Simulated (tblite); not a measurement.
Species: C4H8O2P (charge -1).
Cartesian coordinates in Å at the GFN2-xTB level; atoms count from 1:
```xyz
15
C4H8O2P angstrom
C      2.1246   -0.4012   -0.2659
P      0.8470    0.4723    0.7843
O      0.7256    1.8888    0.3373
O      1.1069    0.1870    2.2246
C     -0.6471   -0.4728    0.2292
C     -1.3424    0.0277   -0.9919
C     -1.9269    0.2846    0.3585
H      3.0830    0.0745   -0.0607
H      2.1871   -1.4540   -0.0016
H      1.8939   -0.2974   -1.3234
H     -0.6611   -1.5369    0.4374
H     -1.8366   -0.6803   -1.6485
H     -0.8820    0.8637   -1.4976
H     -2.8328   -0.2366    0.6460
H     -1.8436    1.2886    0.7504
```

Level: GFN2-xTB in tblite, geometry and Hessian alike; calculated harmonic values, unscaled, isolated species. This tight-binding method is rough: wavenumbers can miss measured ones by several per cent, in bad cases by 10 to 20. One conformer, not necessarily the lowest.

Harmonic wavenumbers (cm⁻¹): 47.7, 148.7, 161.5, 180.9, 252.9, 275.9, 358.3, 440.5, 451.7, 631.1, 690.3, 794.4, 799.7, 812.3, 830.0, 977.7, 980.6, 1005.2, 1054.6, 1063.0, 1091.6, 1109.1, 1159.2, 1212.4, 1238.8, 1300.8, 1340.5, 1423.4, 1464.5, 1475.4, 1479.0, 2990.6, 3000.5, 3005.9, 3010.5, 3011.8, 3027.1, 3071.4, 3083.0.

A = 3509, B = 1805, C = 1671 MHz; mass 119.026 u (most abundant isotopes); point group C1, symmetry number 1.

Question: What is the zero-point energy?

Answer: ½Σν̃ = 25226 cm⁻¹ = 301.77 kJ/mol.

Question: What is S at 298.15 K and 1 bar for an ideal gas of classical rigid rotors and harmonic oscillators?

Answer: Translation 168.46, rotation 116.35, vibration 86.94: S = 371.8 J/(mol K).

Question: And Cp and H(298.15 K) − H(0)?

Answer: Cp = 131.04 J/(mol K), of which vibrations give 97.78 (their classical limit is 39 R = 324.3); H(298.15 K) − H(0) = 24.10 kJ/mol without the zero-point energy, 14.18 from vibrations.

Question: What must be added to the electronic energy to get the Gibbs energy at 298.15 K and 1 bar?

Answer: ZPE + [H(298.15 K) − H(0)] − T·S = 301.77 + 24.10 − 110.84 = 215.03 kJ/mol.

Question: How do the functions run with temperature in this model?

Answer: 
```csv
T (K),S (J/(mol K)),Cp (J/(mol K)),H − H(0) (kJ/mol),G − H(0) (kJ/mol),ln q(vib)
50,233.2,46.1,1.92,-9.74,0.32
100,271.2,65.5,4.71,-22.40,1.06
373.15,403.9,156.2,34.89,-115.84,6.18
500,454.9,192.5,57.10,-170.35,8.65
750,543.0,241.4,111.84,-295.43,13.43
1000,617.0,272.6,176.34,-440.69,17.91
```

q(vib) and H(0) count from the zero-point level.

Question: Blend soft modes into free rotors: weight 1/[1 + (100 cm⁻¹/ν̃)⁴] for the oscillator and the rest for a rotor with moment μB/(μ + B), μ = h/(8π²ν), B = 10⁻⁴⁴ kg m². What vibrational entropy results?

Answer: 81.50 J/(mol K) in place of 86.94, which changes −T·S at 298.15 K by +1.62 kJ/mol.

Hindered rotation and anharmonicity are outside this model. Other conformers, if any are populated, would add a mixing term that is left out. The structure is chiral; the term R ln 2 for an equal mix with its mirror image is left out.

Run on an Arm Neoverse N1 with one thread, no GPU (shared host). This covers the Hessian and the dipole derivatives.
